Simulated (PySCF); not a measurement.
# Frontier orbitals and the lowest excitations

Compound: C4H8F2SSi.
Structure used (GFN2-xTB), in Å, numbered top down from 1:
```xyz
16
C4H8F2SSi angstrom
C     -0.8207    1.4384    0.9462
C     -0.1895    0.1508    0.4418
F      0.2826   -0.5682    1.5395
Si    -1.5523   -1.0138   -0.3753
C      0.8808    0.3444   -0.5397
S      0.8228    1.5136   -1.6749
C      2.0465   -0.6032   -0.5148
F      1.6422   -1.9136   -0.4690
H     -0.0649    2.0613    1.4234
H     -1.2541    1.9879    0.1166
H     -1.5945    1.2104    1.6745
H     -2.5658   -1.1147    0.6721
H     -0.9306   -2.2915   -0.6803
H     -2.0217   -0.2829   -1.5491
H      2.6631   -0.4817   -1.4098
H      2.6484   -0.4284    0.3872
```

The calculation used PySCF 2.14.0, density-fitted response routines, TDDFT CAM-B3LYP/def2-SVPD, vertical, gas phase, core orbitals frozen in the response.

Kohn–Sham orbitals with the atoms that hold most of them (Löwdin shares over 4%, at most four atoms; ? is withheld):

```
orbital  ε (eV)                              atoms
 HOMO-3  -11.43  Si4 25%, H12 15%, H13 15%, F8 12%
 HOMO-2  -10.72     C5 17%, S6 14%, C2 11%, F3 10%
 HOMO-1   -9.37                                  ?
   HOMO   -8.20                                  ?
   LUMO       ?      S6 39%, C5 35%, Si4 5%, C2 5%
 LUMO+1    1.02     Si4 25%, S6 12%, C7 8%, H12 7%
 LUMO+2    1.22  Si4 50%, H13 10%, H14 10%, H12 8%
```

Problem. Give the leading atoms of the HOMO-1.

Solution. S6 (bonded to C) 36%; C2 (bonded to 2 C, F and Si) 16%; C5 (bonded to 2 C and S) 16%; Si4 (bonded to C and 3 H) 11%. By element: sulfur 36%, carbon 32% or more, silicon 11%.

Problem. Which atoms hold the HOMO, and with what shares?

Solution. S6 (bonded to C) 71%; C5 (bonded to 2 C and S) 11%; C7 (bonded to C, F and 2 H) 4%. By element: sulfur 71%, carbon 15% or more.

Problem. What is the LUMO energy, and the HOMO–LUMO gap?

Solution. ε(LUMO) = -1.60 eV; the gap is 6.60 eV (0.2427 hartree).

Problem. How does S1 compare with the orbital gap of 6.60 eV?

Solution. S1 is at 2.44 eV (f = 0.0006), 4.16 eV below the gap, made of HOMO→LUMO (98%). Without the coupling terms of the response equations the lowest excitation would equal the gap.

Problem. Give energy, strength and leading configuration of S1, S2, S3 and S5, and follow the Löwdin shares of the leading atoms from the occupied to the empty orbital.

Solution. 
- S1 (2.44 eV, f 0.0006), HOMO→LUMO (98%): S6 71% → 39%, C5 11% → 35%; low, almost dark, from the terminal sulfur into the C=S bond, the pattern of n→π*
- S2 (4.90 eV, f 0.216), HOMO-1→LUMO (94%): S6 36% → 39%, C2 16% → 5%, C5 16% → 35%
- S3 (5.85 eV, f 0.045), HOMO-2→LUMO (83%): C5 17% → 35%, S6 14% → 39%
- S5 (6.44 eV, f 0.054), HOMO→LUMO+1 (77%): S6 71% → 12%, C5 11% → at most 7%, Si4 at most 4% → 25%

Löwdin shares depend on the basis, the more so with diffuse functions.

One conformer stands for the species.
